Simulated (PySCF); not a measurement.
**Bonding in 4,4-dimethyl-1-pentene**

Compound: 4,4-dimethyl-1-pentene, C₇H₁₄.
Atom-mapped SMILES: `[CH2:1]=[CH:2][CH2:3][C:4]([CH3:5])([CH3:6])[CH3:7]` (hydrogens: H8, H9 on C1; H10 on C2; H11, H12 on C3; H13, H14, H15 on C5; H16, H17, H18 on C6; H19, H20, H21 on C7)

Structure used (GFN2-xTB), in Å, numbered top down from 1:
```xyz
21
C7H14 angstrom
C      2.6592    0.9491   -0.6317
C      1.8782   -0.0263   -0.2062
C      0.7532    0.1521    0.7614
C     -0.6378   -0.1584    0.1676
C     -1.6923    0.0921    1.2491
C     -0.7257   -1.6181   -0.2826
C     -0.9049    0.7621   -1.0242
H      3.4649    0.7754   -1.3251
H      2.5288    1.9670   -0.3011
H      2.0436   -1.0374   -0.5541
H      0.7546    1.1814    1.1272
H      0.9180   -0.5108    1.6163
H     -1.5234   -0.5543    2.1078
H     -2.6882   -0.1098    0.8611
H     -1.6612    1.1260    1.5859
H     -0.4672   -2.2895    0.5336
H     -1.7387   -1.8490   -0.6055
H     -0.0561   -1.8117   -1.1164
H     -1.8939    0.5724   -1.4362
H     -0.8531    1.8056   -0.7211
H     -0.1669    0.5990   -1.8065
```

Bond orders from the PBE0/pcSseg-1 density (PySCF). Geometry: GFN2-xTB, one conformer, isolated molecule.

(1) Where do the orders between heavy atoms depart from those drawn in the SMILES?

(2) Give the Mayer order of every bond, beside its length.

## Answers

(1) The largest departure is 0.041, at C2–C3 (drawn single, 1.041).

(2) 
```tsv
bond	drawn as	length (Å)	Mayer order
C1–C2	double	1.320	1.985
C2–C3	single	1.495	1.041
C3–C4	single	1.544	0.981
C4–C5	single	1.531	1.028
C4–C6	single	1.530	1.004
C4–C7	single	1.529	1.006
C1–H8	single	1.077	0.952
C1–H9	single	1.078	0.955
C2–H10	single	1.082	0.954
C3–H11	single	1.092	0.949
C3–H12	single	1.094	0.934
C5–H13	single	1.088	0.962
C5–H14	single	1.088	0.963
C5–H15	single	1.088	0.962
C6–H16	single	1.088	0.964
C6–H17	single	1.088	0.964
C6–H18	single	1.087	0.960
C7–H19	single	1.088	0.965
C7–H20	single	1.088	0.964
C7–H21	single	1.088	0.956
```

Bonds between the same two heavy elements. C–C: lowest C3–C4 (0.981, 1.544 Å), highest C1–C2 (1.985, 1.320 Å).

Problem. Sum the orders of all bonds at each heavy atom with more than one neighbour and set the sums beside the valence in the SMILES.

Solution. C1 3.892 (drawn 4), C2 3.980 (drawn 4), C3 3.905 (drawn 4), C4 4.019 (drawn 4), C5 3.915 (drawn 4), C6 3.892 (drawn 4), C7 3.891 (drawn 4). Orders between atoms that aren't bonded are not in these sums.

Mayer orders depend on the basis set.

These values come from a run that also computed NMR shieldings. Time: 32 s wall; peak memory 0.85 GiB. Hardware: one thread, Arm Neoverse V1 (aarch64), shared host with 64 logical CPUs at a one-minute load of 44.
